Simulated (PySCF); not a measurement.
Compound: C5H8OS.
Geometry (GFN2-xTB, Å), atoms numbered from 1 in this order:
```xyz
15
C5H8OS angstrom
C      1.9342    0.8171    0.4110
S      1.2385   -0.0737   -1.0527
O      2.1678   -1.1675   -1.3347
C     -0.1100   -0.8780   -0.0708
C     -1.5188   -0.8750   -0.5561
C     -1.6870    0.6104   -0.5735
C     -1.1429   -0.0751    0.6416
H      1.1997    1.5363    0.7539
H      2.1682    0.0975    1.1875
H      2.8393    1.3230    0.0920
H      0.2828   -1.7815    0.3850
H     -2.2055   -1.6701   -0.7504
H     -2.6965    0.9985   -0.5192
H     -1.0222    1.2077   -1.1842
H     -1.4519   -0.0614    1.6650
```

The closed-shell SCF was solved with PySCF and density fitting under several settings on one GFN2-xTB geometry (grid level 2 and gas phase unless stated).

| settings | basis functions | SCF cycles | E (Eh) | HOMO (eV) | LUMO (eV) | dipole (D) |
| --- | --- | --- | --- | --- | --- | --- |
| PBE0/pcSseg-1 | 166 | 15 | -668.1222 | -6.27 | 0.99 | 4.52 |
| PBE0/def2-SVPD | 214 | 14 | -667.8784 | -6.40 | 0.45 | 4.68 |
| PBE0/MINI, start guess atom | 47 | 11 | -663.8752 | -6.46 | 0.52 | 3.00 |
| revPBE/pcseg-1, grid level 3, start guess sap | 142 | 19 | -668.4075 | -4.91 | 0.13 | 4.20 |
| PBE0/cc-pVDZ, level shift 0.2 Eh | 142 | 13 | -668.1814 | -6.02 | 1.33 | 4.23 |
| PBE/pcSseg-1, fitting basis def2-universal-jkfit | 166 | 14 | -668.0755 | -4.95 | 0.06 | 4.22 |

Task: Estimate the rows for these settings: (1) WP04/6-31G; (2) PBE0/Sadlej pVTZ, start guess vsap.

Result: 
```json
{"settings": "WP04/6-31G", "basis functions": "83", "SCF cycles": "16", "E (Eh)": "-678.6930", "HOMO (eV)": "-7.05", "LUMO (eV)": "-0.77", "dipole (D)": "5.20"}
{"settings": "PBE0/Sadlej pVTZ, start guess vsap", "basis functions": "248", "SCF cycles": "15", "E (Eh)": "-668.2426", "HOMO (eV)": "-6.35", "LUMO (eV)": "-0.17", "dipole (D)": "4.56"}
```

Task: Over all rows, what range does the HOMO–LUMO gap span?

Result: From 5.01 eV (PBE/pcSseg-1, fitting basis def2-universal-jkfit) to 7.35 eV (PBE0/cc-pVDZ, level shift 0.2 Eh). The functional of the narrowest has no exact exchange, that of the widest 25 % exact exchange.

Task: And the dipole moment?

Result: From 3.00 D (PBE0/MINI, start guess atom) to 5.20 D (WP04/6-31G); the largest is 1.73 times the smallest, and the median is 4.38 D.

Task: Compare two rows with the functional PBE0: PBE0/cc-pVDZ, level shift 0.2 Eh and PBE0/def2-SVPD. Which energy is lower, and by how much?

Result: PBE0/cc-pVDZ, level shift 0.2 Eh (142 functions) lies 0.3030 Eh or 190 kcal/mol below PBE0/def2-SVPD (214 functions). The smaller set gives the lower energy; the two sets aren't nested, so the variational bound doesn't order them by size.

Cycle counts include a coarse-grid stage where the run had one. WP04 was designed for NMR shieldings or shifts; total energies of different functionals aren't comparable.

One conformer stands for the species.
